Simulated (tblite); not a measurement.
C5H4F2S.
SMILES with atom numbers: `[F:1][CH2:2][c:3]1[cH:4][cH:5][c:6]([F:7])[s:8]1` (hydrogens: H9, H10 on C2; H11 on C4; H12 on C5)

Computed with GFN2-xTB (tblite), gas phase: Langevin dynamics at 600 K from the optimised GFN2-xTB geometry, time step 0.5 fs, friction 0.01 fs⁻¹, 2000 steps.

The start geometry, which sets the zero of energy:
```
atom  x, y, z in Å
F1     -2.683   -0.376    0.153
C2     -1.877    0.666   -0.219
C3     -0.439    0.284   -0.097
C4      0.086   -0.898    0.312
C5      1.502   -0.915    0.305
C6      2.005    0.268   -0.115
F7      3.291    0.590   -0.239
S8      0.790    1.438   -0.514
H9     -2.138    0.920   -1.255
H10    -2.124    1.512    0.435
H11    -0.518   -1.734    0.613
H12     2.106   -1.755    0.594
```

Question: These frames come from the run, each turned onto the start geometry. Order them by potential energy, lowest first.
A.
```
atom  x, y, z in Å
F1     -2.715   -0.434   -0.182
C2     -1.906    0.698   -0.211
C3     -0.470    0.319   -0.080
C4      0.069   -0.891    0.360
C5      1.483   -0.867    0.399
C6      1.978    0.241   -0.141
F7      3.320    0.504   -0.297
S8      0.829    1.421   -0.716
H9     -2.135    1.140   -1.137
H10    -2.141    1.313    0.588
H11    -0.453   -1.747    0.770
H12     2.142   -1.697    0.621
```
B.
```
atom  x, y, z in Å
F1     -2.524   -0.300   -0.801
C2     -1.861    0.675   -0.211
C3     -0.420    0.293    0.021
C4      0.044   -0.888    0.590
C5      1.485   -0.887    0.372
C6      1.965    0.218   -0.200
F7      3.264    0.453   -0.557
S8      0.604    1.192   -0.861
H9     -1.922    1.590   -0.861
H10    -2.308    0.888    0.727
H11    -0.549   -1.725    0.999
H12     2.224   -1.509    0.757
```
C.
```
atom  x, y, z in Å
F1     -2.503    0.927    0.952
C2     -1.931    0.649   -0.178
C3     -0.377    0.217   -0.140
C4      0.144   -1.033   -0.014
C5      1.567   -0.973    0.180
C6      2.080    0.338   -0.004
F7      3.362    0.799    0.158
S8      0.740    1.537   -0.066
H9     -2.516   -0.151   -0.480
H10    -2.114    1.536   -0.848
H11    -0.458   -1.989   -0.021
H12     2.007   -1.856    0.436
```
D.
```
atom  x, y, z in Å
F1     -2.329    1.041    0.976
C2     -1.885    0.642   -0.242
C3     -0.474    0.339   -0.070
C4      0.085   -0.907    0.025
C5      1.457   -0.871    0.124
C6      2.014    0.324   -0.008
F7      3.282    0.488    0.237
S8      0.677    1.567    0.004
H9     -2.341   -0.367   -0.305
H10    -2.146    1.363   -0.973
H11    -0.411   -1.897   -0.082
H12     2.071   -1.722    0.288
```
E.
```
atom  x, y, z in Å
F1     -2.471    1.182    0.858
C2     -1.893    0.587   -0.175
C3     -0.430    0.272    0.056
C4      0.061   -0.998    0.067
C5      1.448   -0.906    0.090
C6      1.971    0.387    0.186
F7      3.234    0.761    0.170
S8      0.761    1.524   -0.033
H9     -2.450   -0.274   -0.511
H10    -1.878    1.264   -1.019
H11    -0.435   -1.967    0.203
H12     2.083   -1.835    0.084
```

Answer: A (0.399 eV), E (0.533 eV), D (0.712 eV), B (0.835 eV), C (1.038 eV).

In the order of the answer:

```
t (fs)  E above start (eV)  largest force (eV/Å)  rms force component (eV/Å)  rms distance from start (Å)  rms bond change (Å)  bond most changed (Å)
   100               0.399                  2.48                       0.980                        0.171                0.038           C3–S8 +0.081
   500               0.533                  3.11                       0.987                        0.840                0.032           C6–S8 -0.060
   800               0.712                  2.49                       1.010                        0.852                0.040           C6–S8 +0.092
   250               0.835                  4.12                       1.303                        0.483                0.049           C3–S8 -0.114
   875               1.038                  3.97                       1.494                        0.765                0.059           C2–C3 +0.120
```

What follows is the cost of the whole dynamics run. The run took 11 s wall on an Intel Xeon Platinum 8488C with one thread, no GPU, shared host, and the process peaked at 0.18 GiB of memory.
